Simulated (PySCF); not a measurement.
Species: C₃H₉As.
SMILES: `[As](C)(C)C`

The calculation used PySCF 2.14.0, PBE0-D3(BJ)/def2-SVP geometry optimisation, gas phase.

Take the most abundant isotopes and a rigid rotor. 

(1) What are A, B and C (MHz)?

(2) Classify the top.

(3) What does the inertial defect say?

(4) Where do the R-branch lines fall?

(5) Estimate the classical rotational partition function at 10 K, 50 K and 298.15 K.

## Answers

(1) Ia = 107.16, Ib = 107.24, Ic = 147.54 u·Å²; 505379 MHz·u·Å²/I gives A = 4716, B = 4712, C = 3425 MHz.

(2) An oblate symmetric top, as the point group C3v requires two equal moments; the computed ones differ by 0.08 % because the geometry is symmetric only within the optimiser's tolerance; Ray's κ = 0.994.

(3) Not planar: Δ = Ic − Ia − Ib = -66.86 u·Å². For a rigid frame Δ = −2 Σ m c², so Σ m c² = 33.43 u·Å² lies off the ab plane: 9.29 from hydrogen and 24.14 from heavier atoms. The atom farthest from that plane is 1.69 Å away.

(4) The dipole of 1.03 D lies along the symmetry axis, so ΔK = 0 and J+1 ← J falls at 2B(J+1) for every K: 9.43 GHz, 18.86 GHz, 28.29 GHz, 37.72 GHz, 47.14 GHz for J = 0 to 4.

(5) Point group C3v, symmetry number σ = 3; q = (√π/σ)·√((kT/h)³/(ABC)), k/h = 20836.6 MHz/K: 204 at 10 K, 2280 at 50 K, 33200 at 298.15 K.

No frequency check. Zero-point vibration and centrifugal distortion are left out.
